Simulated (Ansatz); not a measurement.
`[GeH3][CH2]Br` + CH₄ → `CCBr` + GeH₄ at 298.15 K and 1 bar (formal exchange of groups at a C–Ge bond).

Calculated with Ansatz (gas phase, PBE0-D4/def2-TZVP geometries, no zero-point term in ΔE). CCSD(T)/CBS adds triple-zeta CCSD(T) − MP2 to the extrapolated MP2 energy (def2 sets, frozen cores). This one scheme is used for every species. For Br, Ge outer-core shells are correlated without core-valence functions, which leaves a few kJ/mol of doubt a bond. Scalar relativity is left out up to krypton.

| species | CCSD(T)/CBS energy (Eh) | H − E (kJ/mol) | S (J/(mol·K)) |
| --- | --- | --- | --- |
| `[GeH3][CH2]Br` | -4690.47995 | 150.0 | 322.5 |
| CH₄ | -40.46206 | 127.4 | 186.2 |
| `CCBr` | -2652.43806 | 186.9 | 286.2 |
| GeH₄ | -2078.49493 | 88.5 | 217.3 |

H − E and S are ideal-gas, rigid-rotor, harmonic terms from PBE0-D4/def2-TZVP. 1 Eh = 2625.50 kJ/mol, R = 8.31446 J/(mol·K).

Problem. By hand: ΔE, ΔH, ΔS and ΔG.

Solution. ΔE = (-2652.43806) + (-2078.49493) − (-4690.47995) − (-40.46206) = 0.00902 Eh = 23.7 kJ/mol. Δ(H − E) = 186.9 + 88.5 − 150.0 − 127.4 = -2.0, so ΔH = 21.7 kJ/mol. ΔS = 286.2 + 217.3 − 322.5 − 186.2 = -5.2 J/(mol·K). ΔG = 21.7 − 298.15 × (-5.2)/1000 = 23.3 kJ/mol.

Problem. By hand: the equilibrium constant, and the temperature at which ΔG would vanish if ΔH and ΔS stayed fixed.

Solution. log₁₀ K = −ΔG/(RT ln 10) = -4.1. ΔH and −TΔS have one sign here, so there is no such temperature. One of them is within its doubt of zero, so this could turn.

The number of gas molecules stays the same, so ΔS is small and ΔH decides. A doubt of 5 kJ/mol in ΔE shifts log₁₀ K by 0.9 here. These are equilibria of isolated gas molecules and say nothing of rates. Largest T1 diagnostic: 0.012 (customary marks: 0.02 for closed shells, 0.045 for open ones).
